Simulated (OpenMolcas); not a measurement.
Cr2+.

* Program: OpenMolcas 26.06
* Basis: ANO-R3 [7s5p5d3f1g]
* Scalar Hamiltonian: X2C, finite nucleus
* Active space: 4 electrons in 5 orbitals (3d)
* State averaging: 2S+1 = 5 even, 5 roots; 2S+1 = 3 even, 45 roots; 2S+1 = 1 even, 50 roots
* Spin-orbit coupling: RASSI with atomic mean-field integrals over the reference wave functions, term energies averaged over their components

Two sets of levels on these reference wave functions, in cm⁻¹ above 3d⁴ ⁵D₀: one from CASSCF and one from MS-CASPT2, IPEA 0.25 Eh, imaginary shift 0.1 Eh (closed shells correlated: 3s 3p).

| Level | Set 1 | Set 2 |
| --- | --- | --- |
| 3d⁴ ⁵D₀ | 0.0 | 0.0 |
| 3d⁴ ⁵D₁ | 66.1 | 64.9 |
| 3d⁴ ⁵D₂ | 196 | 193 |
| 3d⁴ ⁵D₃ | 383 | 380 |
| 3d⁴ ⁵D₄ | 624 | 622 |
| 3d⁴ ³H₄ | 17320 | 20010 |
| 3d⁴ ³H₅ | 17460 | 20140 |
| 3d⁴ ³H₆ | 17620 | 20290 |
| 3d⁴ ³P₀(1) | 16440 | 21690 |
| 3d⁴ ³P₁(1) | 16830 | 22070 |
| 3d⁴ ³P₂(1) | 17540 | 22780 |
| 3d⁴ ³F₂(1) | 18430 | 22990 |
| 3d⁴ ³F₃(1) | 18490 | 23040 |
| 3d⁴ ³F₄(1) | 18580 | 23120 |
| 3d⁴ ³G₃ | 20930 | 25220 |
| 3d⁴ ³G₄ | 21100 | 25380 |

Task: Which set is which?

Result: Set 1 is MS-CASPT2. Its levels of the other terms of 3d⁴ lie at 0.76 to 0.87 of the other set's values, as expected, since terms of lower spin or lower L gain more correlation energy than the Hund ground term. Against 15 measured levels (Sugar and Corliss, J. Phys. Chem. Ref. Data 6, 317 (1977)) the mean absolute deviation is 120 cm-1 with it and 3000 cm-1 without; single levels miss by up to 340 cm-1 with it.

CASPT2 does not keep the components of a term degenerate, so their means are used; among the terms shown or strongly mixed into the levels shown the widest spread is 310 cm-1 (3d⁴ ³H, MS-CASPT2). Without dynamic correlation excited terms often stand tens of per cent too high (terms of higher spin than the ground term too low), and those without a measured partner can miss by more than the paired ones (holds for CASSCF). Measured partners are found by configuration, term and J. A level has none where our copy of the source lacks it or the pairing is in doubt (some pairs that miss far off the trend of their configuration count as doubtful), and it then counts in no deviation. Only configurations of the active space appear. The table leaves out levels that lie high or whose names do not pair safely across all columns.

A number in round brackets counts repeated terms of one configuration in the order of the reference energies.
